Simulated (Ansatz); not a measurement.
Z-matrix (Å, degrees):
```
C
O 1 1.396
O 1 1.400 2 112.3
H 1 1.095 2 111.0 3 117.7
H 1 1.095 2 107.0 3 -122.6
Si 2 1.652 1 121.0 3 -61.7
H 3 0.962 1 108.1 2 -67.2
O 6 1.638 2 113.5 1 73.7
H 6 1.474 2 106.5 1 -169.6
H 6 1.489 2 106.9 1 -48.3
H 8 0.960 6 115.4 2 -61.2
```

The species carries charge 0 and has multiplicity 1.

**Question.** List the PBE0/def2-TZVPP orbital energies in eV (Ansatz 0.2.0). (An estimate is asked.)

**Answer.** Ansatz gave: Occupied: -1803.28, -523.30, -522.87, -522.66, -281.10, -145.47, -100.17, -100.14, -100.11, -30.11, -28.29, -27.94, -19.30, -16.33, -15.18, -14.00, -13.64, -12.54, -11.45, -10.89, -10.32, -9.44, -9.16, -8.87, -8.58. Lowest empty: 0.64, 1.02, 1.48, 2.20, 2.53, 2.82, 3.05, 3.42.
